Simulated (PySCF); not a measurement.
Spin–spin couplings to the heavy atom in `C(C)#C[BH][SnH3]`, C₃H₇BSn

Geometry (Å), atoms numbered from 1 in this order:
```xyz
12

C     2.601    0.921   -0.224
C     1.415    0.208    0.197
C     0.404   -0.394    0.547
B    -0.852   -1.083    0.958
Sn   -2.863   -0.197    0.446
H     2.742    0.794   -1.310
H     2.498    2.001   -0.034
H     3.508    0.556    0.282
H    -0.810   -2.118    1.581
H    -3.857   -1.329   -0.384
H    -2.755    1.212   -0.531
H    -3.712    0.234    1.879
```

[PySCF 2.14 with density-fitted X2C routines: indirect couplings; PBE0/pcJ-1 (dyall-v2z on Sn), no solvent, finite nuclei, PBE0-D3(BJ)/def2-SVP geometry]

Non-relativistic values:
| coupling | atoms | J (Hz) |
| --- | --- | --- |
| 1J(119Sn,11B) | Sn5 – B4 | -563.2 |
| 1J(119Sn,1H) | Sn5 – H10/H11/H12 | -1262.3 |
| 2J(119Sn,13C) | Sn5 – C3 | -21.3 |
| 2J(119Sn,1H) | Sn5 – H9 | -40.9 |
| 3J(119Sn,13C) | Sn5 – C2 | -34.8 |
| 4J(119Sn,13C) | Sn5 – C1 | 10.2 |
| 5J(119Sn,1H) | Sn5 – H6/H7/H8 | -19.5 |

What do two-component X2C with spin–orbit coupling give?

## Answers


```tsv
coupling	atoms	with spin–orbit (Hz)
1J(119Sn,11B)	Sn5 – B4	-697.0
1J(119Sn,1H)	Sn5 – H10/H11/H12	-1590.5
2J(119Sn,13C)	Sn5 – C3	-31.5
2J(119Sn,1H)	Sn5 – H9	-79.1
3J(119Sn,13C)	Sn5 – C2	-47.4
4J(119Sn,13C)	Sn5 – C1	14.6
5J(119Sn,1H)	Sn5 – H6/H7/H8	-27.9
```

The largest listed coupling, 1J(119Sn,1H), ends at 1.26 times its non-relativistic value. Equivalent partners are averaged, as under fast rotation. In the static structure 5J(119Sn,1H) spreads over 1.1, -29.1, -55.7 Hz.
